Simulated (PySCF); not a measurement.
C4H14BNSi: core ionisation energies

C₄H₁₄BNSi.
Geometry (PBE0-D3(BJ)/def2-SVP, Å), atoms numbered from 1 in this order:
```xyz
21
C4H14BNSi angstrom
C      2.7543    0.9257    0.9546
B      1.6036    0.1507    0.2279
C      1.8800   -0.6399   -1.0930
Si    -0.2388    0.1026    1.0839
N     -1.5065   -0.2756   -0.0631
C     -1.6637    0.5472   -1.2345
C     -2.7258   -0.9192    0.3535
H      2.6527    1.9637    0.5728
H      3.7716    0.5949    0.6926
H      2.6549    1.0064    2.0481
H      1.0059   -0.8292   -1.7317
H      2.2074   -1.6357   -0.7248
H      2.7204   -0.2515   -1.6910
H     -0.5016    1.3740    1.8613
H     -0.2617   -1.0003    2.1051
H     -0.6958    0.9695   -1.5492
H     -2.0543   -0.0436   -2.0843
H     -2.3609    1.3986   -1.0825
H     -3.1367   -1.5428   -0.4629
H     -3.5229   -0.2033    0.6470
H     -2.5401   -1.5804    1.2128
```

The calculation used delta-SCF UKS SCAN, pcX-2 on the ionised atom, pcseg-1 elsewhere, spin-free X2C (PySCF 2.14.0). These are vertical core ionisation energies against the vacuum level, from separate self-consistent calculations with and without the core hole.

Question: Give the core binding energies atom by atom.

Answer: 
```
atom(s)                environment     level  binding energy (eV)  2p1/2 (eV)  above the level's lowest (eV)  count
    Si4               SiH2 silicon     Si 1s              1845.69           –                           0.00      1
     N5     silicon-bound nitrogen      N 1s               403.92           –                           0.00      1
  C6/C7            N-methyl carbon      C 1s               291.29           –                          +1.26      2
  C1/C3  sp3 carbon bound to boron      C 1s               290.03           –                           0.00      2
    Si4               SiH2 silicon  Si 2p3/2               105.87      106.50                           0.00      1
```

Lowest listed C 1s: C1/C3, bonded to 3 H and B. Highest, 1.26 eV above it: C6/C7, bonded to N and 3 H.

Question: Which photon energy gives electrons from C 1s of C6/C7 a kinetic energy of 50 eV, and what is their de Broglie wavelength?

Answer: hν = 291.29 + 50 = 341.29 eV, recoil neglected; λ = 12.264 Å/√(E/eV) = 1.73 Å.

Question: Which photon wavelength matches the C 1s of C6/C7 threshold?

Answer: λ = hc/E = 12398.42 eV Å / 291.29 eV = 42.564 Å.

One atom of each set of topologically equivalent atoms was ionised and stands for the set; in this conformer not all members are related by symmetry, and their own values weren't computed. Not every level is listed. Spin–orbit coupling isn't in the SCF: each 2p doublet comes from a relaxed spin-free hole plus a matrix of the shell (mean-field spin–orbit coupling and the ground-state 2p splitting), with 2p3/2 averaged over its two sublevels. 2p1/2 minus 2p3/2 (ligand field included): Si 0.62 eV. No level of boron is listed. One conformer (not necessarily the lowest) at the PBE0-D3(BJ)/def2-SVP geometry, without solvent, vibrations or thermal averaging.

On Arm Neoverse N1, one thread (shared host), this took 7.0 min and 0.75 GiB of memory at its peak.
